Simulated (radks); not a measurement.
Results of a calculation; reference values are marked as such.
Problem. All-electron atom: Mg3+ in [He] 2s2 2p5. Level of theory: Dirac Kohn-Sham, PBE, spin-unpolarised, spherical densities, finite nucleus; open shells fill j = l - 1/2 first; Fermi nuclear charge, rms radius 3.057 fm (a radial shooting solver on a logarithmic mesh with Libxc functionals). Some entries of the table are withheld. Estimate them.

orbital  occ.  eigenvalue (hartree)  <1/r> (bohr^-1)
1s1/2       2                   (1)              (2)
2s1/2       2                   (3)            2.178
2p1/2       2                   (4)              (5)
2p3/2       3                   (6)              (7)

Solution. 
(1) 1s1/2 eigenvalue (hartree): -48.40227
(2) 1s1/2 <1/r> (bohr^-1): 11.63
(3) 2s1/2 eigenvalue (hartree): -4.74146
(4) 2p1/2 eigenvalue (hartree): -3.54315
(5) 2p1/2 <1/r> (bohr^-1): 2.066
(6) 2p3/2 eigenvalue (hartree): -3.53127
(7) 2p3/2 <1/r> (bohr^-1): 2.058
